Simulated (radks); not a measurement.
Spherical quantum dot in the effective-mass picture: electrons in a parabolic well V = omega^2 r^2 / 2 with omega = 0.211, all in effective atomic units (hartree* = m*/eps^2 hartree, bohr* = eps/m* bohr), one dielectric constant everywhere. Method: non-relativistic Kohn-Sham, PBEsol, spin-polarised, spherical densities; computed with a radial shooting solver with Libxc functionals. Levels are named by radial order and angular momentum (1s, 1p, 1d, 2s, ...), and open shells are averaged over m.

N = 6, configuration 1s2 1p(up 3, down 1). This is the lowest configuration that the search found. Occupied and some empty levels:

level,occupation,eigenvalue (hartree*),<r> (bohr*)
1s up,1,1.5662,3.534
1s down,1,1.5901,3.465
1p up,3,1.6699,4.237
1p down,1,1.6978,4.234
1d up,0,1.7974,4.769
1d down,0,1.8254,4.793
2s up,0,1.8503,4.109
2s down,0,1.8667,4.130
1f up,0,1.9418,5.221
1f down,0,1.9684,5.260

Energy (hartree*): total 6.14422, kinetic 0.82630, external 2.3539, Hartree 4.0433, exchange-correlation -1.0793.

Electron density:

r (bohr*),n(r) (e/bohr*^3)
0.379,0.009413
0.801,0.009966
1.22,0.01078
1.65,0.01166
2.07,0.01237
2.49,0.01268
2.91,0.01242
3.33,0.01151
3.75,0.01001
4.18,0.008124
4.60,0.006099
5.02,0.004211
5.44,0.002649
5.86,0.001514
6.29,0.0007903
6.71,0.0003796
7.13,0.0001680
7.55,0.00006839
7.97,0.00002553
8.40,8.721e-06
